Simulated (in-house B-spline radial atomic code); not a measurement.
Radial electron density of Ge2+, [Ar] 3d10 4s1 4f1. Method: non-relativistic r2SCAN, spin-polarised, spherical fractional occupations, point nucleus, inside a hard spherical wall at 6.9 bohr. Calculated with a B-spline radial code for spherical atoms.

Columns: r (bohr), 4πr²n(r) (electrons per bohr), bar.

```
 0.00205    1.041 #
  0.0025    1.505 #
 0.00305    2.162 ##
 0.00372    3.081 ###
 0.00453    4.339 ####
 0.00552    6.047 ######
 0.00673    8.321 ########
 0.00821    11.27 ###########
    0.01    14.91 ###############
  0.0122     19.3 ###################
  0.0149    24.25 ########################
  0.0181    29.24 ############################
  0.0221    33.93 #################################
  0.0269    37.35 ####################################
  0.0328    38.87 ######################################
    0.04    38.11 #####################################
  0.0488    35.52 ###################################
  0.0595    32.61 ################################
  0.0725    31.48 ###############################
  0.0884    33.69 #################################
   0.108    38.95 ######################################
   0.131    44.02 ###########################################
    0.16    45.17 ############################################
   0.195    40.09 #######################################
   0.238    31.14 ##############################
    0.29    24.15 ########################
   0.354    23.17 #######################
   0.431    26.62 ##########################
   0.525     28.8 ############################
   0.641    25.75 #########################
   0.781    18.63 ##################
   0.952    11.05 ###########
    1.16     5.65 ######
    1.41    2.774 ###
    1.72    1.435 #
     2.1   0.8016 #
    2.56   0.4819 
    3.12   0.3739 
    3.81    0.375 
    4.64   0.3231 
    5.66   0.1355 
    6.83 0.0004749
```

On this grid the curve has 4 maxima, near 0.0328, 0.16, 0.525, 3.81 bohr.

The 4s up radial function P(r) = rR(r), positive near the nucleus:

| r (bohr) | P |
| --- | --- |
| 0.000625 | 0.008619 |
| 0.000929 | 0.01269 |
| 0.00138 | 0.01857 |
| 0.00205 | 0.027 |
| 0.00305 | 0.03887 |
| 0.00453 | 0.05498 |
| 0.00673 | 0.07586 |
| 0.01 | 0.1007 |
| 0.0149 | 0.1258 |
| 0.0221 | 0.1411 |
| 0.0328 | 0.1295 |
| 0.0488 | 0.06819 |
| 0.0725 | -0.05294 |
| 0.108 | -0.195 |
| 0.16 | -0.2361 |
| 0.238 | -0.0512 |
| 0.354 | 0.2798 |
| 0.525 | 0.3782 |
| 0.781 | -0.01108 |
| 1.16 | -0.5885 |
| 1.72 | -0.8221 |
| 2.56 | -0.5382 |
| 3.81 | -0.1603 |
| 5.66 | -0.01665 |
